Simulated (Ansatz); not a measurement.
Total energies of Li9F9 (started as a model of: (LiF)9 cage of four- and six-membered rings) from Ansatz at B97M-V/def2-TZVP, gas phase (1 Eh = 27.2114 eV = 2625.5 kJ/mol). The reference geometry is relaxed at PBE-D4/def2-SVP.

```tsv
atom	x (Å)	y (Å)	z (Å)
Li1	-0.7583	-1.8440	-1.4833
F2	0.5793	-2.3288	-0.3734
Li3	-0.6735	-2.0580	0.9428
F4	-2.0400	-1.7417	-0.1957
Li5	-2.2326	-0.0395	-0.7694
F6	-1.0611	-0.2049	-2.1750
Li7	0.4043	0.7940	-2.1875
F8	1.9726	-0.0274	-1.8285
Li9	1.9632	-1.2243	-0.4754
F10	2.2774	0.0148	0.8440
Li11	2.1131	1.2082	-0.4998
F12	0.6365	2.1392	-0.9580
Li13	1.0491	0.2544	2.1008
F14	-0.3957	-0.8725	2.2323
F15	-2.0367	1.2521	0.4302
Li16	-0.5101	2.2732	0.3884
F17	0.0678	1.7693	2.0241
Li18	-1.3551	0.6358	1.9835
```

```
                 state   geometry  energy (Eh)
      charge 0 singlet  reference   -967.81785
      charge 1 doublet  reference   -967.43011
     charge -1 doublet  reference   -967.80694
free Li atom (doublet)          –     -7.50732
 free F atom (doublet)          –    -99.73199
```

Problem. Work out the vertical ionisation energy to the doublet.

Solution. E(charge 1 doublet) − E(charge 0 singlet) = -967.43011 − (-967.81785) = 0.38774 Eh = 10.55 eV. For comparison, −ε of the highest occupied level is 8.16 eV at this level, 2.39 eV less.

Problem. Work out the vertical electron affinity, to the doublet.

Solution. E(charge 0 singlet) − E(charge -1 doublet) = -967.81785 − (-967.80694) = -0.01091 Eh = -0.30 eV; negative, so the extra electron isn't bound. The basis lacks diffuse functions, which makes affinities too small.

Problem. Give the fundamental gap IE − EA, the Mulliken electronegativity (IE + EA)/2 and the hardness (IE − EA)/2.

Solution. From the values in Eh: IE − EA = 0.38774 − (-0.01091) = 0.39865 Eh = 10.85 eV; (IE + EA)/2 = 5.13 eV; (IE − EA)/2 = 5.42 eV. The HOMO–LUMO gap of the same run is 7.48 eV, 3.37 eV smaller than the fundamental gap.

Problem. What is the binding energy per atom against free atoms?

Solution. Atoms: 9 × (-7.50732) + 9 × (-99.73199) = -965.15379 Eh. Binding: -965.15379 − (-967.81785) = 2.66406 Eh = 72.49 eV, or 4.03 eV for each of 18 atoms (no zero-point energy, no counterpoise term).

At B97M-V/def2-TZVP the gap within one spin of the charge 1 doublet nearly closes, so an electron or hole may be smeared out by delocalisation error. At B97M-V/def2-TZVP the highest occupied level of the charge -1 doublet lies above zero (up to 1.53 eV). By energy differences it is unbound by 0.30 eV (vertical, to the charge 0 singlet, at B97M-V/def2-TZVP) and held by the finite basis.
